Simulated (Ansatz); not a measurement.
A nudged elastic band was laid between two geometries of BrH + Cl2FHOZr (8 atoms, charge 0, multiplicity 1).

Level of theory: RKS BLYP/def2-SVP (Ansatz 0.2.0).

| Quantity | Value |
| --- | --- |
| movable images | 7 |
| climbing image | yes |
| spring | 5.0 eV/Å² |
| optimiser | quadratic models (default) |
| start path | through a guess of the saddle point |
| force threshold | 0.03 eV/Å |
| iteration limit | 60 |
| end points | relaxed |

First end point:

```xyz
8
Properties=species:S:1:pos:R:3
Zr 0.143 -0.153 -0.332
F -0.258 -0.137 1.561
O 2.030 -0.336 -0.544
H 2.980 -0.426 -0.719
Cl -0.567 1.886 -1.316
Cl -0.945 -2.002 -1.346
Br -3.553 0.176 2.556
H -2.117 0.040 2.446
```

Last end point:

```xyz
8
Properties=species:S:1:pos:R:3
Zr -0.506 -0.242 -0.237
F -0.252 1.123 1.781
O 1.327 -0.669 0.052
H 2.284 -0.818 0.109
Cl -0.844 1.855 -1.302
Cl -1.132 -1.763 -1.942
Br -2.212 -1.058 1.609
H -0.953 0.621 2.236
```

Question: What changes between the two ends?

Answer: Bonds broken: Br7–H8. Bonds formed: Zr1–Br7, F2–H8. BrH + Cl2FHOZr becomes BrCl2FH2OZr.

Question: What energy profile does the band end with?

Answer: The run converged. The highest image is number 5 of 0 to 8, 0.40 eV above the first end and 0.19 eV above the last; the last end lies 0.21 eV above the first. A vibrational analysis at the climbing image gives one clearly imaginary mode, 259i cm⁻¹: a first-order saddle point. The orbitals stay closed-shell, which can raise the energy where a bond breaks towards radicals; this wasn't checked here.

| image | path coordinate (Å) | energy (eV) | Br7–H8 (Å) | Zr1–Br7 (Å) | F2–H8 (Å) |
| --- | --- | --- | --- | --- | --- |
| 0 | 0.00 | 0.00 | 1.45 | 4.70 | 2.07 |
| 1 | 0.48 | 0.01 | 1.45 | 4.38 | 2.08 |
| 2 | 0.97 | 0.03 | 1.45 | 3.93 | 2.05 |
| 3 | 1.45 | 0.09 | 1.45 | 3.49 | 1.91 |
| 4 | 1.94 | 0.23 | 1.49 | 3.15 | 1.62 |
| 5 | 2.42 | 0.40 | 1.70 | 2.89 | 1.19 |
| 6 | 3.23 | 0.34 | 1.98 | 2.73 | 1.02 |
| 7 | 4.05 | 0.27 | 2.09 | 2.68 | 0.99 |
| 8 | 4.86 | 0.21 | 2.19 | 2.64 | 0.97 |

Question: What is the geometry of the highest image?

Answer: 
```xyz
8
Properties=species:S:1:pos:R:3
Zr -0.359 -0.108 -0.115
F -0.049 -0.200 2.007
O 1.528 -0.275 -0.319
H 2.496 -0.351 -0.313
Cl -0.779 1.901 -1.298
Cl -1.144 -1.982 -1.330
Br -2.758 0.132 1.486
H -1.221 -0.070 2.186
```

Question: What are the harmonic wavenumbers there?

Answer: 259i, 23, 86, 92, 107, 155, 162, 261, 317, 331, 367, 385, 405, 716, 785, 879, 1234, 3794 cm⁻¹.

The run took 8 min on 4 threads of Arm Neoverse V2, with other jobs on the host, peak memory 0.23 GiB.
